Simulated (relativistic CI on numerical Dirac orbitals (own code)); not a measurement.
## P4+: q coefficients

Method of calculation: Dirac-Coulomb-Breit CI, separate exchange-only KLI orbitals for each configuration, valence Slater integrals scaled by 0.85, P86 correlation energy added to each configuration, derivatives by finite differences, QED left out (own radial code, finite nucleus).

Configuration list (outside the closed core [Ne]): 3s, 3p, 3d, 4s, 4p, 4d, 4f. Levels of other configurations are missing.

With x = (α/α₀)² − 1 an excitation energy changes as ω = ω₀ + qx; K = 2q/ω₀ is the relative enhancement. Terms are leading LS components, so labels can repeat.

Lowest level 3s 2S_1/2.

```tsv
Level	ω₀ (cm⁻¹)	q (cm⁻¹)
3p 2P°_1/2	88515	519.2
3p 2P°_3/2	89286	1294
3d 2D_5/2	203645	1234
3d 2D_3/2	203649	1238
4s 2S_1/2	270934	775.9
4p 2P°_1/2	302357	943.2
4p 2P°_3/2	302629	1216
4d 2D_5/2	343522	1210
4d 2D_3/2	343526	1214
4f 2F°_5/2	352303	1183
4f 2F°_7/2	352308	1187
```

At this charge configurations can still be misplaced by up to about 7 % of their energy.

(1) Which transition from the lowest level has the largest |K|?

## Answers

(1) 3p 2P°_3/2 at 89286 cm⁻¹, K = 0.029.
